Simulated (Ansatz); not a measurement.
This geometry of C$_{2}$H$_{9}$AlSSi (14 atoms, charge 0, multiplicity 1) is a first-order saddle point.

The calculation used RKS BLYP-D4/def2-SVP (Ansatz).

```xyz
14
Properties=species:S:1:pos:R:3
C -2.596 0.181 -1.224
Al -0.936 -0.704 -0.597
Si 0.301 0.157 1.401
C 1.578 1.414 0.654
S 2.213 -2.224 1.436
H -2.532 0.392 -2.315
H -3.466 -0.499 -1.093
H -2.833 1.133 -0.708
H -0.509 -2.068 -1.337
H 1.983 -1.732 0.185
H 2.078 1.111 -0.288
H 0.995 2.337 0.424
H 2.352 1.689 1.398
H 1.359 -1.217 2.094
```

Task: Which two structures does it join? (They come from a converged band through this point; their orientation in space is the band's.)

Result: Bonds broken: Si3–H10. Bonds formed: S5–H10.

Image 0:

```xyz
14
Properties=species:S:1:pos:R:3
C -2.458 0.180 -1.291
Al -0.910 -0.995 -0.933
Si 0.715 -0.439 0.847
C 1.470 1.310 0.692
S 2.288 -1.968 0.712
H -2.394 0.595 -2.323
H -3.408 -0.398 -1.255
H -2.552 1.035 -0.591
H -0.718 -2.311 -1.824
H 0.070 -0.514 2.213
H 2.001 1.429 -0.274
H 0.678 2.087 0.756
H 2.197 1.497 1.508
H 3.008 -1.537 1.791
```

Image 6:

```xyz
14
Properties=species:S:1:pos:R:3
C -2.445 0.276 -1.455
Al -1.082 -0.917 -0.640
Si 0.168 -0.223 1.360
C 1.174 1.403 0.975
S 1.860 -1.831 1.014
H -2.364 0.266 -2.565
H -3.469 -0.090 -1.217
H -2.378 1.332 -1.121
H -1.116 -2.464 -1.097
H 2.791 -1.486 0.044
H 1.782 1.378 0.047
H 0.437 2.228 0.865
H 1.838 1.675 1.823
H 2.791 -1.575 1.997
```

Task: How far does it lie above each of them?

Result: 2.54 eV above the first and 0.53 eV above the second. This is the barrier of this one path; another mechanism may lie lower. The orbitals stay closed-shell, which can raise the energy where a bond breaks towards radicals; this wasn't checked here.

The run took 7.6 min on 2 threads of Arm Neoverse V1 (shared host), peak memory 0.18 GiB.
